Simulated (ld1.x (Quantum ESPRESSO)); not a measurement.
**Before and after: TM potential for oxygen (O)**

oxygen, norm-conserving Troullier–Martins (Kleinman–Bylander form), made with ld1.x (Quantum ESPRESSO) 7.5 (PBEsol, non-relativistic). Core [He], reference 2s2 2p3.5 (charge +0.5). Waves: 2s (bound): rc 0.90 bohr; 2p (bound): rc 1.45 bohr; 3d channel at -0.05 Ry: rc 1.40 bohr. Local part: all-electron potential smoothed inside 0.80 bohr (lloc = -1). Core correction: Bessel-smoothed model core, default radius (core density twice the valence density).

All-electron outer shells of the reference configuration (PBEsol, non-relativistic, ld1.x):

| shell | level (eV) | outermost node (bohr) | outermost maximum (bohr) |
| --- | --- | --- | --- |
| 2s | -31.18 | 0.28 | 0.87 |
| 2p | -16.21 | – | 0.81 |

Change: scalar-relativistic.

Cutoffs: the cutoffs (Ry, on a coarse ladder) from which the occupation-weighted sum of valence levels, in a spherical-Bessel basis at the reference potential, stays within 10 and 1 mRy of its value at 400 Ry; they do not see the model core or the augmentation charge, which bear on the density cutoff. Errors are all-electron minus pseudo energies relative to the spin-unpolarised reference configuration.

Q: How do hardness, ghosts and transferability respond?

A: The potential gets neither clearly harder nor softer (80 Ry and 180 Ry → 80 Ry and 180 Ry); of the 7 tests that both files solve, the error grows in 2 and shrinks in 0 by more than 15 % and 0.3 meV (median size 11.8 → 12.8 meV); neither file shows a bound ghost.

| quantity | base | changed |
| --- | --- | --- |
| cutoff, loose | 80 Ry | 80 Ry |
| cutoff, tight | 180 Ry | 180 Ry |
| bound ghosts | none | none |
| error for 2s2 2p4, meV [ΔE -6.26 eV] | +1.8 | +2.1 |
| error for 2s2 2p3, meV [ΔE 10.11 eV] | +5.5 | +5.0 |
| error for 2s2 2p2, meV [ΔE 43.59 → 43.58 eV] | +110 | +108 |
| error for 2s2 2p4.3, meV [ΔE -8.37 → -8.36 eV] | +2.8 | +3.3 |
| error for 2s1 2p4, meV [ΔE 25.19 → 25.24 eV] | -12 | -13 |
| error for 2s2 2p1, meV [ΔE 97.31 → 97.29 eV] | +563 | +560 |
| error for 2s1 2p5, meV [ΔE 8.54 → 8.60 eV] | +31 | +31 |
| s: phases at 1.59 bohr within 0.05 rad from the reference energy up to (Ry; the scan ends near 5) | 4.4 | 4.4 |
| p: phases at 1.59 bohr within 0.05 rad from the reference energy up to (Ry; the scan ends near 5) | 3.6 | 3.6 |
| d: phases at 1.59 bohr within 0.05 rad from the reference energy up to (Ry; the scan ends near 5) | to the end of the scan | to the end of the scan |
